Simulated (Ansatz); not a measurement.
The lowest singlet and triplet of O2 (SMILES O=O); geometries from B3LYP-D3(BJ)/def2-TZVP, each state relaxed from the structure named, with no frequency check, low spin by broken symmetry.
Singlet at the triplet's geometry (charge 0, multiplicity 1):
```xyz
2

O      0.0000     0.0000    -0.6021
O      0.0000     0.0000     0.6021
```

A positive gap puts the triplet lower; no zero-point energy. R- takes a restricted singlet, here one determinant of a half-filled degenerate or near-degenerate pair, which mixes singlet states. The triplet is unrestricted in single-reference levels.

Correlated levels freeze the cores.

The values were computed with Ansatz (Gaussian basis) for Hartree–Fock, density functionals and correlated methods. 

One of these levels gives 25.64 kcal/mol for the gap E(singlet) − E(triplet), vertical, at the triplet's geometry. Name it.
(A) R-CCSD/cc-pVQZ
(B) R-SCS-MP2/cc-pVDZ
(C) R-SCS-MP2/cc-pVTZ

B, R-SCS-MP2/cc-pVDZ. The others give 23.07 (R-SCS-MP2/cc-pVTZ), 32.60 (R-CCSD/cc-pVQZ)

Doubts at one or more of the structures used: a restricted determinant that unrestricted orbitals would lower (R-SCS-MP2/cc-pVDZ, R-SCS-MP2/cc-pVTZ, R-CCSD/cc-pVQZ).

Ansatz is an electronic-structure program.
